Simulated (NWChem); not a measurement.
System: ZnH, doublet; SMILES [ZnH]

NWChem input:

```
start job
memory heap 200 mb stack 900 mb global 1100 mb
geometry units angstroms noautoz
  Zn     0.000000     0.000000     0.019871
  H      0.000000     0.000000    -1.614066
end
basis spherical
  * library 6-31g*
end
dft
  odft
  mult 2
  xc kt2
  iterations 150
  mulliken
end
task dft energy
```

Parts of the log:

```
             Northwest Computational Chemistry Package (NWChem) 7.3.0
             --------------------------------------------------------

 ORDER OF PRIMARY AXIS IS BEING SET TO 4
 C4V symmetry detected

                             Geometry "geometry" -> ""
                             -------------------------

 Output coordinates in angstroms (scale by  1.889725989 to convert to a.u.)

  No.       Tag          Charge          X              Y              Z
 ---- ---------------- ---------- -------------- -------------- --------------
    1 Zn                  30.0000     0.00000000     0.00000000     0.05270765
    2 H                    1.0000     0.00000000     0.00000000    -1.58122935

 Effective nuclear repulsion energy (a.u.)       9.7159911735

      Symmetry information
      --------------------

 Group name             C4v
 Group number             18
 Group order               8
 No. of unique centers     2

                                 NWChem DFT Module
                                 -----------------

 Summary of "ao basis" -> "ao basis" (spherical)
 ------------------------------------------------------------------------------
       Tag                 Description            Shells   Functions and Types
 ---------------- ------------------------------  ------  ---------------------
 Zn                          6-31g*                 12       34   5s4p2d1f
 H                           6-31g*                  2        2   2s

      Symmetry analysis of basis
      --------------------------

        a1         14
        a2          0
        b1          3
        b2          3
        e          16

            General Information
            -------------------
          SCF calculation type: DFT
          Wavefunction type:  spin polarized.
          No. of atoms     :     2
          No. of electrons :    31
           Alpha electrons :    16
            Beta electrons :    15
          Charge           :     0
          Spin multiplicity:     2
          Use of symmetry is: on ; symmetry adaption is: on
          Maximum number of iterations: 150
          AO basis - number of functions:    36
                     number of shells:    14
          Convergence on energy requested:  1.00D-06
          Convergence on density requested:  1.00D-05
          Convergence on gradient requested:  5.00D-04

              XC Information
              --------------
                          KT2 Method XC Functional
                        Slater Exchange Functional  1.072 local
                           KT1 gradient correction  1.000 non-local
            Perdew 1991 LDA Correlation Functional  0.577 local

             Grid Information
             ----------------
          Grid used for XC integration:  medium
          Radial quadrature: Mura-Knowles
          Angular quadrature: Lebedev.
          Tag              B.-S. Rad. Rad. Pts. Rad. Cut. Ang. Pts.
          ---              ---------- --------- --------- ---------
          Zn                  1.35      112           7.0       590
          H                   0.35       45           8.0       434
          Grid pruning is: on
          Number of quadrature shells:   157
          Spatial weights used:  Erf1

      Superposition of Atomic Density Guess
      -------------------------------------

 Sum of atomic energies:       -1777.97932025

      Non-variational initial energy
      ------------------------------

 Total energy =   -1777.992157
 1-e energy   =   -2504.426042
 2-e energy   =     716.717894
 HOMO         =      -0.100152
 LUMO         =       0.055465

   Symmetry analysis of molecular orbitals - initial alpha
   -------------------------------------------------------

 !! scf_movecs_sym_adapt:    6 vectors were symmetry contaminated

  Symmetry fudging

 !! scf_movecs_sym_adapt:    6 vectors were symmetry contaminated

  Numbering of irreducible representations:

     1 a1          2 a2          3 b1          4 b2          5 e

  Orbital symmetries:

     1 a1          2 a1          3 a1          4 e           5 e
     6 a1          7 a1          8 e           9 e          10 a1
    11 e          12 e          13 b1         14 b2         15 a1
    16 a1         17 e          18 e          19 a1         20 a1
    21 e          22 e          23 a1         24 a1         25 e
    26 e

   Symmetry analysis of molecular orbitals - initial beta
   ------------------------------------------------------

 !! scf_movecs_sym_adapt:    6 vectors were symmetry contaminated

  Symmetry fudging

 !! scf_movecs_sym_adapt:    6 vectors were symmetry contaminated

  Numbering of irreducible representations:

     1 a1          2 a2          3 b1          4 b2          5 e

  Orbital symmetries:

     1 a1          2 a1          3 a1          4 e           5 e
     6 a1          7 a1          8 e           9 e          10 a1
    11 e          12 e          13 b1         14 b2         15 a1
    16 a1         17 e          18 e          19 a1         20 a1
    21 e          22 e          23 a1         24 a1         25 e
    26 e

     ---------------------------------------------
      Total Density - Mulliken Population Analysis
     ---------------------------------------------

    Atom       Charge   Shell Charges
 -----------   ------   -------------------------------------------------------
    1 Zn  30    29.81   2.00  2.00  6.00  2.00  6.00  0.78  0.15  0.72  0.17  6.85  3.13  0.00
    2 H    1     1.19   0.43  0.76

     --------------------------------------------
      Spin Density - Mulliken Population Analysis
     --------------------------------------------

    Atom       Charge   Shell Charges
 -----------   ------   -------------------------------------------------------
    1 Zn  30     0.68   0.00  0.00  0.00 -0.00  0.00  0.15  0.09  0.26  0.17  0.01 -0.00  0.00
    2 H    1     0.32   0.11  0.22

   convergence    iter        energy       DeltaE   RMS-Dens  Diis-err
 ---------------- ----- ----------------- --------- --------- ---------
 d= 0,ls=0.0,diis     1  -1787.3278073625 -1.80D+03  1.43D-02  2.41D-02
                                                     6.94D-03  2.18D-02
 d= 0,ls=0.0,diis     2  -1787.3405800490 -1.28D-02  2.27D-03  2.45D-02
                                                     2.42D-03  2.40D-02
 d= 0,ls=0.0,diis     3  -1787.3460953810 -5.52D-03  4.99D-04  1.80D-03
                                                     4.48D-04  2.01D-03
 d= 0,ls=0.0,diis     4  -1787.3464899562 -3.95D-04  3.38D-04  2.76D-05
                                                     1.77D-04  2.21D-05
 d= 0,ls=0.0,diis     5  -1787.3465038083 -1.39D-05  5.92D-05  2.19D-06
                                                     8.19D-05  3.62D-06
  Resetting Diis
 d= 0,ls=0.0,diis     6  -1787.3465073330 -3.52D-06  2.37D-05  4.11D-07
                                                     9.01D-06  1.23D-07
 d= 0,ls=0.0,diis     7  -1787.3465075289 -1.96D-07  7.18D-06  1.23D-08
                                                     3.11D-06  4.70D-09

         Total DFT energy =    -1787.346507528948
      One electron energy =    -2504.923556870873
           Coulomb energy =      787.300061520782
    Exchange-Corr. energy =      -79.439003352318
 Nuclear repulsion energy =        9.715991173461

 Numeric. integr. density =       31.000003733052

                  Occupations of the irreducible representations
                  ----------------------------------------------

                     irrep           alpha         beta
                     --------     --------     --------
                     a1                8.0          7.0
                     a2                0.0          0.0
                     b1                1.0          1.0
                     b2                1.0          1.0
                     e                 6.0          6.0

                    DFT Final Alpha Molecular Orbital Analysis
                    ------------------------------------------

 Vector   14  Occ=1.000000D+00  E=-3.434652D-01  Symmetry=e
              MO Center= -8.5D-17,  5.7D-16,  5.4D-02, r^2= 2.6D-01
   Bfn.  Coefficient  Atom+Function         Bfn.  Coefficient  Atom+Function
  ----- ------------  ---------------      ----- ------------  ---------------
    19      0.753712  1 Zn d -1              24      0.428693  1 Zn d -1
    21     -0.033512  1 Zn d  1

 Vector   15  Occ=1.000000D+00  E=-2.901168D-01  Symmetry=a1
              MO Center= -1.3D-16,  4.5D-17, -6.3D-01, r^2= 1.8D+00
   Bfn.  Coefficient  Atom+Function         Bfn.  Coefficient  Atom+Function
  ----- ------------  ---------------      ----- ------------  ---------------
    10      0.461317  1 Zn s                 20      0.340781  1 Zn d  0
    35     -0.230457  2 H  s                 14     -0.211471  1 Zn s
    36     -0.202374  2 H  s                  6     -0.188400  1 Zn s
    25      0.183646  1 Zn d  0              13      0.106482  1 Zn pz
     2      0.073647  1 Zn s                  9     -0.043458  1 Zn pz

 Vector   16  Occ=1.000000D+00  E=-1.615664D-01  Symmetry=a1
              MO Center= -3.5D-16,  2.8D-17,  3.1D-01, r^2= 3.2D+00
   Bfn.  Coefficient  Atom+Function         Bfn.  Coefficient  Atom+Function
  ----- ------------  ---------------      ----- ------------  ---------------
    10      0.443528  1 Zn s                 14     -0.342924  1 Zn s
    13     -0.318075  1 Zn pz                36      0.316336  2 H  s
    17     -0.228723  1 Zn pz                35      0.216129  2 H  s
     6     -0.140944  1 Zn s                 20     -0.115718  1 Zn d  0
     9      0.100091  1 Zn pz                 2      0.060726  1 Zn s

 Vector   17  Occ=0.000000D+00  E=-5.433203D-02  Symmetry=e
              MO Center= -9.4D-16, -6.7D-16,  5.3D-02, r^2= 4.8D+00
   Bfn.  Coefficient  Atom+Function         Bfn.  Coefficient  Atom+Function
  ----- ------------  ---------------      ----- ------------  ---------------
    16      0.623327  1 Zn py                12      0.454012  1 Zn py
     8     -0.116781  1 Zn py                15     -0.086175  1 Zn px
    11     -0.062767  1 Zn px                 4      0.053401  1 Zn py

 Vector   18  Occ=0.000000D+00  E=-5.433203D-02  Symmetry=e
              MO Center= -3.1D-16,  6.6D-16,  5.3D-02, r^2= 4.8D+00
   Bfn.  Coefficient  Atom+Function         Bfn.  Coefficient  Atom+Function
  ----- ------------  ---------------      ----- ------------  ---------------
    15      0.623327  1 Zn px                11      0.454012  1 Zn px
     7     -0.116781  1 Zn px                16      0.086175  1 Zn py
    12      0.062767  1 Zn py                 3      0.053401  1 Zn px

 Vector   19  Occ=0.000000D+00  E= 6.729846D-02  Symmetry=a1
              MO Center=  3.1D-17,  7.6D-17, -1.0D-01, r^2= 7.5D+00
   Bfn.  Coefficient  Atom+Function         Bfn.  Coefficient  Atom+Function
  ----- ------------  ---------------      ----- ------------  ---------------
    17      1.239263  1 Zn pz                36      1.059044  2 H  s
    14     -0.466484  1 Zn s                 10      0.339368  1 Zn s
    35      0.199169  2 H  s                 20     -0.138092  1 Zn d  0
    25     -0.055952  1 Zn d  0               6     -0.049250  1 Zn s
    13      0.049379  1 Zn pz                 2      0.033093  1 Zn s

                     DFT Final Beta Molecular Orbital Analysis
                     -----------------------------------------

 Vector   13  Occ=1.000000D+00  E=-3.403023D-01  Symmetry=e
              MO Center=  3.5D-15,  1.9D-15,  5.0D-02, r^2= 2.6D-01
   Bfn.  Coefficient  Atom+Function         Bfn.  Coefficient  Atom+Function
  ----- ------------  ---------------      ----- ------------  ---------------
    19      0.647611  1 Zn d -1              21     -0.391431  1 Zn d  1
    24      0.364738  1 Zn d -1              26     -0.220456  1 Zn d  1

 Vector   14  Occ=1.000000D+00  E=-3.403023D-01  Symmetry=e
              MO Center=  2.5D-15, -1.8D-16,  5.0D-02, r^2= 2.6D-01
   Bfn.  Coefficient  Atom+Function         Bfn.  Coefficient  Atom+Function
  ----- ------------  ---------------      ----- ------------  ---------------
    21      0.647611  1 Zn d  1              19      0.391431  1 Zn d -1
    26      0.364738  1 Zn d  1              24      0.220456  1 Zn d -1

 Vector   15  Occ=1.000000D+00  E=-2.656519D-01  Symmetry=a1
              MO Center= -2.7D-16, -4.7D-16, -7.3D-01, r^2= 1.8D+00
   Bfn.  Coefficient  Atom+Function         Bfn.  Coefficient  Atom+Function
  ----- ------------  ---------------      ----- ------------  ---------------
    10      0.495218  1 Zn s                 20      0.242126  1 Zn d  0
    14     -0.223986  1 Zn s                 35     -0.218588  2 H  s
     6     -0.198223  1 Zn s                 36     -0.196262  2 H  s
    13      0.157978  1 Zn pz                25      0.126543  1 Zn d  0
     2      0.078091  1 Zn s                  9     -0.051957  1 Zn pz

 Vector   16  Occ=0.000000D+00  E=-1.015513D-01  Symmetry=a1
              MO Center= -3.5D-16, -5.8D-16,  2.2D-01, r^2= 3.4D+00
   Bfn.  Coefficient  Atom+Function         Bfn.  Coefficient  Atom+Function
  ----- ------------  ---------------      ----- ------------  ---------------
    10      0.453827  1 Zn s                 36      0.409556  2 H  s
    14     -0.383903  1 Zn s                 17     -0.240762  1 Zn pz
    13     -0.232598  1 Zn pz                35      0.201355  2 H  s
     6     -0.140777  1 Zn s                 20     -0.120354  1 Zn d  0
     9      0.094335  1 Zn pz                 2      0.061282  1 Zn s

 Vector   17  Occ=0.000000D+00  E=-3.133679D-02  Symmetry=e
              MO Center= -7.7D-16,  9.5D-16,  5.3D-02, r^2= 5.0D+00
   Bfn.  Coefficient  Atom+Function         Bfn.  Coefficient  Atom+Function
  ----- ------------  ---------------      ----- ------------  ---------------
    16      0.520100  1 Zn py                15      0.409664  1 Zn px
    12      0.332238  1 Zn py                11      0.261692  1 Zn px
     8     -0.090075  1 Zn py                 7     -0.070949  1 Zn px
     4      0.040477  1 Zn py                 3      0.031882  1 Zn px

 Vector   18  Occ=0.000000D+00  E=-3.133679D-02  Symmetry=e
              MO Center= -1.1D-15, -8.0D-16,  5.3D-02, r^2= 5.0D+00
   Bfn.  Coefficient  Atom+Function         Bfn.  Coefficient  Atom+Function
  ----- ------------  ---------------      ----- ------------  ---------------
    15      0.520100  1 Zn px                16     -0.409664  1 Zn py
    11      0.332238  1 Zn px                12     -0.261692  1 Zn py
     7     -0.090075  1 Zn px                 8      0.070949  1 Zn py
     3      0.040477  1 Zn px                 4     -0.031882  1 Zn py

     ---------------------------------------------
      Total Density - Mulliken Population Analysis
     ---------------------------------------------

    Atom       Charge   Shell Charges
 -----------   ------   -------------------------------------------------------
    1 Zn  30    29.91   2.00  2.00  6.00  2.00  6.00  1.00  0.33  0.47  0.17  6.89  3.05  0.00
    2 H    1     1.09   0.46  0.63

     --------------------------------------------
      Spin Density - Mulliken Population Analysis
     --------------------------------------------

    Atom       Charge   Shell Charges
 -----------   ------   -------------------------------------------------------
    1 Zn  30     0.71   0.00  0.00  0.00 -0.00 -0.00  0.20  0.21  0.14  0.15  0.00  0.01  0.00
    2 H    1     0.29   0.13  0.16

     -------------------------------------------
      Total Density - Lowdin Population Analysis
     -------------------------------------------

    Atom       Charge   Shell Charges
 -----------   ------   -------------------------------------------------------
    1 Zn  30    29.95   2.00  2.00  5.99  1.99  5.97  0.86  0.37  0.58  0.23  6.74  3.21  0.00
    2 H    1     1.05   0.45  0.59

[...]
```

Level: KT2/6-31G* (spherical d), spin-unrestricted. All runs use the structure optimised with PBE0/def2-SVP, spin-unrestricted. This spin state was assumed; another may lie lower. No stability test was run on the SCF state.
